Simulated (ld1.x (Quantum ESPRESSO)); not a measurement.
**gold (Au): one change to a TM potential, before and after**

gold, norm-conserving Troullier–Martins (Kleinman–Bylander form), made with ld1.x (Quantum ESPRESSO) 7.5 (PBE, scalar-relativistic). Core [Kr] 4d10 4f14, reference 5s2 5p6 5d9 6s0 6p0 (charge +2). Waves: 5s (bound): rc 1.30 bohr; 5p (bound): rc 1.40 bohr; 5d (bound): rc 1.35 bohr. Local part: the d channel. Core correction: a·sin(br)/r model core inside 0.85 bohr.

All-electron outer shells of the reference configuration (PBE, scalar-relativistic, ld1.x):

```tsv
shell	level (eV)	outermost node (bohr)	outermost maximum (bohr)
5s	-130.01	0.48	0.84
4f	-102.84	–	0.37
5p	-81.30	0.52	0.96
5d	-27.33	0.56	1.20
6s	-22.76	1.10	2.13
6p	-14.61	1.29	2.70
```

Change: wave 5d (bound): rc 1.35 bohr becomes 5d (bound): rc 0.86 bohr.

Cutoffs: the cutoffs (Ry, on a coarse ladder) from which the occupation-weighted sum of valence levels, in a spherical-Bessel basis at the reference potential, stays within 10 and 1 mRy of its value at 400 Ry; they do not see the model core or the augmentation charge, which bear on the density cutoff. Errors are all-electron minus pseudo energies relative to the spin-unpolarised reference configuration.

How do hardness, ghosts and transferability respond?

A bound ghost appears in p, s, which as a rule spoils a file; the number of tests that count goes from 7 to 3; of the 3 tests that both files solve, the error grows in 0 and shrinks in 2 by more than 15 % and 0.3 meV (median size 10.0 → 4.3 meV); the range in which the p phases agree widens (upper end 0.6 → 3.1); the range in which the d phases agree narrows (upper end at the end of the scan → 3.4).

| quantity | base | changed |
| --- | --- | --- |
| cutoff, loose | 100 Ry | over 300 Ry |
| cutoff, tight | 160 Ry | over 300 Ry |
| loose cutoff by channel (10 mRy a level) | s 90 Ry, p 55 Ry, d 35 Ry | s 90 Ry, p 30 Ry, d over 300 Ry |
| bound ghosts | none | p, s |
| tests counted (converged, no solver errors) | 7 of 7 | 3 of 7 |
| error for 5s2 5p6 5d10 6s0 6p0, meV [ΔE -21.21 eV] | +2.4 | +2.2 |
| error for 5s2 5p6 5d8 6s0 6p0, meV [ΔE 33.88 eV] | -10 | +4.3 |
| error for 5s2 5p6 5d7 6s0 6p0, meV [ΔE 81.59 eV] | -37 | +19 |
| s: phases at 1.55 bohr within 0.05 rad from the reference energy up to (Ry; the scan ends near 5) | -2.4 | -1.8 |
| p: phases at 1.55 bohr within 0.05 rad from the reference energy up to (Ry; the scan ends near 5) | 0.6 | 3.1 |
| d: phases at 1.55 bohr within 0.05 rad from the reference energy up to (Ry; the scan ends near 5) | to the end of the scan | 3.4 |

Changed file: Tests not counted: 5s2 5p6 5d10 6s1 6p0 (solver errors, printed error -3.6 eV); 5s2 5p6 5d9 6s2 6p0 (pseudo-atom not self-consistent, printed error -2552 eV); 5s1 5p6 5d10 6s1 6p0 (solver errors, printed error -4.4 eV); 5s2 5p6 5d10 6s0.5 6p0 (solver errors, printed error -946 meV). A true bound ghost makes a file unfit for plane-wave use even where its test errors are small: the radial tests pick states by their node count and pass the ghost by. Where a test does run into it, the solver fails or the error is huge.
